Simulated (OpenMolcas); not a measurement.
N, P, As, Sb, Bi: ns2 np3 down the group

- Program: OpenMolcas 26.06
- Method: CASSCF
- Basis: ANO-RCC-VTZP
- Scalar Hamiltonian: DKH2, point nucleus
- Spin-orbit coupling: state interaction with AMFI integrals over the reference wave functions, term energies averaged over their components

Active space for each ion: 5 electrons in 4 orbitals (s p).

Computed levels in cm-1 above 4S* 3/2:

```tsv
Level	N	P	As	Sb	Bi
2D* 3/2	23007	15362	14423	12143	12191
2D* 5/2	23008	15374	14713	13458	16830
2P* 3/2	30328	20757	20771	20320	31532
2P* 1/2	30330	20753	20450	18678	22774
weight of 4S* in the lowest level (%)	100	100	100	98	75
```

Mixed levels, with the weight of the term that names them: Bi 2D* 3/2 (66 %), Bi 2P* 3/2 (66 %).

Measured, with the error of the calculation in %. Measured levels: N, P, As, Sb, Bi from NIST Handbook of Basic Atomic Spectroscopic Data.

```
  Level              N              P             As             Sb            Bi
2D* 3/2  19233 (+19.6)  11361 (+35.2)  10593 (+36.2)   8512 (+42.7)  11419 (+6.8)
2D* 5/2  19224 (+19.7)  11377 (+35.1)  10915 (+34.8)   9854 (+36.6)  15438 (+9.0)
2P* 3/2   28839 (+5.2)  18748 (+10.7)  18648 (+11.4)  18464 (+10.1)  33165 (-4.9)
2P* 1/2   28839 (+5.2)  18723 (+10.8)  18186 (+12.4)  16395 (+13.9)  21661 (+5.1)
```

Without spin-orbit coupling 2D* lies 23008, 15371, 14642, 13041, 12541 cm-1 above 4S* in that order; the difference to the level 2D* 3/2, of either sign, comes from spin-orbit coupling, which also lowers the zero.

Without dynamic correlation excited terms often stand tens of per cent too high (terms of higher spin than the ground term too low), and those without a measured partner can miss by more than the paired ones (holds for N; P; As). No level of 3s 3p4 was computed, though it lies in the active space (holds for P). Computed and measured levels are paired by configuration, term and J; levels that our copy of the source lacks, or whose pairing is in doubt (as where it misses far off the trend of its configuration), stay unpaired and out of the deviations. Levels of configurations outside the active space are missing.

* marks odd parity.
